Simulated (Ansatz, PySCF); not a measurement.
CH5F2NOSi, SMILES NC[Si](O)(F)F. Atoms are numbered in the order given.

```xyz
11

N     -1.9695    -1.1625     0.7040
C     -0.6223    -1.3987     0.1911
Si     0.3391     0.1594    -0.1049
O      0.4346     0.9904     1.3056
F      1.8146    -0.0902    -0.7146
F     -0.4111     1.0807    -1.2056
H     -1.9284    -0.6218     1.5662
H     -2.5097    -0.6062     0.0438
H     -0.6791    -1.9828    -0.7431
H     -0.0679    -2.0441     0.8939
H      0.7909     1.8837     1.2988
```
Charge 0, spin multiplicity 1.

The structure is a stationary point at PBE0-D3(BJ)/def2-SVP. The structure was generated by enumeration, and PubChem lists no compound with its InChIKey, so it may never have been made. The values are those of a single conformer.

Two levels are set side by side: PBE-D3(BJ)/def2-SVP (Ansatz, a program for electronic structure) and PBE0-D3(BJ)/def2-SVP (Ansatz). Each level has its own optimised geometry; the coordinates shown are those of the second. Frequencies come from the Hessian of PySCF at each geometry. Differences are taken from unrounded values.

```csv
quantity,PBE0-D3(BJ),PBE-D3(BJ),PBE-D3(BJ) minus PBE0-D3(BJ)
mean bond length (Å),1.340,1.352,0.013
bond N1–C2 (Å),1.461,1.473,0.012
bond C2–Si3 (Å),1.855,1.869,0.014
bond Si3–O4 (Å),1.640,1.659,0.019
bond Si3–F5 (Å),1.616,1.633,0.017
bond Si3–F6 (Å),1.620,1.637,0.017
bond N1–H7 (Å),1.019,1.029,0.010
bond N1–H8 (Å),1.018,1.029,0.010
bond C2–H9 (Å),1.103,1.111,0.008
bond C2–H10 (Å),1.104,1.112,0.008
bond O4–H11 (Å),0.962,0.973,0.011
highest harmonic wavenumber (cm⁻¹),3937,3770,-167
mean harmonic wavenumber (cm⁻¹),1235,1192,-42
zero-point energy (kcal/mol),47.65,46.02,-1.63
```

Exact exchange shortens and stiffens bonds; PBE has none. Differences between two approximate levels are no errors against the true value.
